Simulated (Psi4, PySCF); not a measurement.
Two rigid molecules brought together: H3N ··· BCl3 (SMILES N and ClB(Cl)Cl). Monomers: optimised at B3LYP-D3(BJ) (def2-TZVP), held rigid. Orientation: a higher rigid-body minimum at GFN2-xTB (searched outside a hard wall at short contacts). Only R, the distance of the centres of mass, is varied, so the lowest point isn't the relaxed dimer. The shortest distances reach bonding range, where SAPT0 and rigid monomers are unreliable.

Geometry at R = 2.57 Å (first 4 atoms: monomer A):
```
8

N      0.0027     0.0014     0.2791
H      0.9357    -0.1080    -0.1017
H     -0.5623    -0.7579    -0.0837
H     -0.3761     0.8645    -0.0936
Cl     1.2729     1.9889     2.0299
B      0.7229     0.4499     2.6419
Cl    -0.8952     0.2911     3.2764
Cl     1.7918    -0.9296     2.6218
```

- RKS-B3LYP/6-31G* = restricted B3LYP/6-31G*, spherical d, no counterpoise correction run with PySCF
- SAPT0/jun-cc-pVDZ, frozen core (Psi4)

Interaction energies in kcal/mol:

```csv
R / Å,RKS-B3LYP/6-31G*
1.98,8.34
2.16,2.24
2.33,-1.17
2.57,-3.52
2.78,-4.15
2.99,-4.06
3.29,-3.40
3.56,-2.68
4.06,-1.52
4.78,-0.57
5.76,-0.21
7.09,-0.08
```

Question: What does SAPT0/jun-cc-pVDZ give at the same points?

Answer: 1.98: 2.69; 2.16: -0.39; 2.33: -2.37; 2.57: -4.00; 2.78: -4.50; 2.99: -4.41; 3.29: -3.74; 3.56: -2.99; 4.06: -1.83; 4.78: -0.88; 5.76: -0.36; 7.09: -0.13 (kcal/mol).
